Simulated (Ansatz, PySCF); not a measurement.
TlH in two programs

TlH (singlet), relaxed with PySCF 2.14.0, RKS PBE, Tl def2-SVP with ECP60, H def2-SVP; non-relativistic Hamiltonian with scalar-relativistic core potentials where named; density fitting; no spin-orbit coupling:

```xyz
2

Tl    0.0000    0.0000    0.1772
H     0.0000    0.0000    2.1201
```

There the HOMO–LUMO gap is 2.40 eV. 

The same geometry by Ansatz 0.2.0 (PBE, PAW, a periodic box with 9 Å of vacuum):

| spin-orbit coupling | gap (eV) | largest force component (eV/Å) |
| --- | --- | --- |
| without | 2.45 | 0.06 |

Question: What does the run with spin-orbit coupling give?

Answer: gap (eV): 2.25, largest force component (eV/Å): 0.25. It took 4.9 s on 2 threads of Arm Neoverse V1, with other jobs on the host, peak memory 1 GiB.

The spin-orbit runs use fully relativistic datasets of their own, so changes of a few hundredths of an eV needn't come from the coupling.
